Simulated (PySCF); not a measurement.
**TaN₂ + O₂ → TaO₂ + N₂**

Level: PBE0 in the def2-TZVP basis family, computed in PySCF with density fitting; scalar-relativistic core potentials for atoms from Rb on, none lighter, no spin–orbit coupling; open shells unrestricted.

```tsv
species	state and structure	E (Eh)	ZPE (kJ/mol)	H(298 K) − H(0) (kJ/mol)	S° (J/(mol K))
TaN₂	doublet, C2v, N–N 1.232 Å, Ta–N 1.964 Å (×2); N–N–Ta 71.7° (×2), N–Ta–N 36.5°	-166.29011	16.5	10.8	275.4
O₂	triplet, D∞h, O–O 1.193 Å	-150.23561	10.3	8.7	204.9
TaO₂	doublet, C2v, Ta–O 1.719 Å (×2); O–Ta–O 105.5°	-207.39977	13.9	11.1	279.8
N₂	singlet, D∞h, N–N 1.089 Å	-109.44629	14.9	8.7	191.4
```

Q: What is the electronic reaction energy?

A: At PBE0/def2-TZVP, ΔE = -841.1 kJ/mol from the differences of the total energies times 2625.5, downhill. 

Q: Add zero-point, thermal and entropy terms for 298.15 K and 1 bar.

A: ΔZPE = 2.0 and Δ[H(298) − H(0)] = 0.3 kJ/mol give ΔH° = -838.8 kJ/mol. ΔS° = -9.1 J/(mol K), so ΔG° = -838.8 − 298.15 × (-0.0091) = -836 kJ/mol.

Spin–orbit coupling can matter for TaN₂, TaO₂ and is left out. Some spin contamination: TaN₂ (⟨S²⟩ 1.01). Open d or f shells are single determinants, so the state found may not be the ground state. Only the bonding shown was studied: isomers, or loss of a ligand pair, can lie lower.
